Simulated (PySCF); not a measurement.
Magnetisability: `Cc1[se]nc(F)c1[SeH]`, C4H4FNSe2

Geometry (Å), atoms numbered from 1 in this order:
```xyz
12

C    -1.7301   -0.3993   -0.0846
C    -0.2501   -0.5402   -0.0386
Se    0.6110   -2.2100   -0.1375
N     2.1904   -1.4074   -0.0288
C     2.0186   -0.1329    0.0615
F     3.0684    0.6801    0.1600
C     0.7102    0.4282    0.0596
Se    0.5800    2.3212    0.1891
H    -2.0244    0.6146    0.1877
H    -2.1023   -0.6099   -1.0877
H    -2.2033   -1.0972    0.6044
H    -0.8670    2.3521    0.0890
```

The calculation used PySCF, GIAO HF/pcSseg-1 magnetisability, rotational g tensor and spin-rotation constants, non-relativistic, gas phase. Geometry: GFN2-xTB.

The calculation is non-relativistic, which matters for the atoms heavier than Zn.

Task: How diamagnetic is it, and how anisotropic?

Result: Isotropic -1733 × 10⁻³⁰ J/T², or -104.4 × 10⁻⁶ cm³/mol; principal values -2109, -1609, -1480 × 10⁻³⁰ J/T², anisotropy 575 × 10⁻³⁰ J/T² (root of half the summed squared differences of the principal values). The susceptibility is in cgs units.

Task: Split it along the inertial axes a, b, c into diamagnetic and paramagnetic parts about the centre of mass, with the quadrupole moment.

Result: 
| axis | χ (10⁻⁶ cm³/mol) | diamagnetic (10⁻⁶ cm³/mol) | paramagnetic (10⁻⁶ cm³/mol) | summed x² of all electrons (Å²) | quadrupole Θ (D Å) |
| --- | --- | --- | --- | --- | --- |
| a | -92.9 | -747.7 | 654.8 | 395.4 | +1.84 |
| b | -93.2 | -1750.4 | 1657.2 | 159.1 | +2.25 |
| c | -127.0 | -2352.7 | 2225.7 | 17.1 | -4.09 |

Anisotropies 2χaa − χbb − χcc = +34.5 and 2χbb − χaa − χcc = +33.5 × 10⁻⁶ cm³/mol. Θ is traceless in Buckingham's convention.

Task: And the rotational g tensor?

Result: 
| axis | rotational constant (GHz) | g | nuclear part | electronic part |
| --- | --- | --- | --- | --- |
| a | 1.8772 | -0.0313 | 0.5462 | -0.5775 |
| b | 0.5749 | -0.0096 | 0.4380 | -0.4476 |
| c | 0.4413 | +0.0004 | 0.4619 | -0.4615 |

Asymmetric top; isotopes 12C, 19F, 1H, 14N, 80Se; no vibrational averaging.
